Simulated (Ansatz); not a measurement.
CH5NSSi (`C=N[SiH2]S`) at its PBE0-D4/def2-TZVP geometry, where that method's forces vanish. Charge 0, multiplicity 1.

```xyz
9

C    -0.0476   -1.7874   -0.2203
N     0.4957   -0.7401    0.2158
Si   -0.3140    0.7913    0.3690
S     0.5841    2.2225   -0.9246
H    -1.0971   -1.8510   -0.5497
H     0.5265   -2.7182   -0.2942
H    -0.1931    1.1919    1.7900
H    -1.7433    0.7472   -0.0526
H     1.7888    2.1438   -0.3334
```

(1) What forces (eV/Å) does B3LYP-D4/def2-TZVPP give on these atoms in Ansatz 0.2.0? (Estimate.)

Answers

(1) Ansatz gave: 
```
C1  -0.022 -0.220 -0.065
N2   0.023  0.062  0.031
Si3 -0.173  0.023  0.195
S4   0.092  0.111 -0.087
H5   0.061 -0.008  0.016
H6  -0.055  0.045 -0.005
H7  -0.018 -0.029 -0.093
H8   0.085 -0.005  0.032
H9   0.007  0.021 -0.024
```

B3LYP here is the variant with VWN-RPA as its local correlation; programs differ in this.
